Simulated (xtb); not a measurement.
CH₃AlF, SMILES [Al+]([F])[CH3], charge +1. All values are semi-empirical tight-binding results from xtb (GFN2-xTB unless named), good for trends rather than for accurate numbers. Coordinates come from a GFN2-xTB optimisation. The multiplicity is an assumed one; other spin states were not compared. The isomer is the one that the SMILES or the coordinates give; other isomers of the formula were not compared.

Optimised geometry:

Bond lengths (Å): Al1–C2 1.955, Al1–F6 1.620, C2–H3 1.098, C2–H4 1.098, C2–H5 1.098. Bond angles (°): C2–Al1–F6 180.0, Al1–C2–H3 108.9, Al1–C2–H4 108.9, Al1–C2–H5 108.9, H3–C2–H4 110.1, H3–C2–H5 110.1, H4–C2–H5 110.1.
Charge +1, spin multiplicity 1.

For metal compounds this method's bond lengths and energies can be far off.

The point group as xtb finds it comes out as C3v and the orbital gap is 3.81 eV. The zero-point energy is 22.6 kcal/mol and the G − E(el) at 298.15 K (modified RRHO) is 7.0 kcal/mol.

Computed atomic charges and the Wiberg bond orders between heavy atoms:
charges (e) Al1 0.64, C2 -0.19, H3 0.20, H4 0.20, H5 0.20, F6 -0.06. Bond orders Al1–C2 1.29, Al1–F6 1.53.
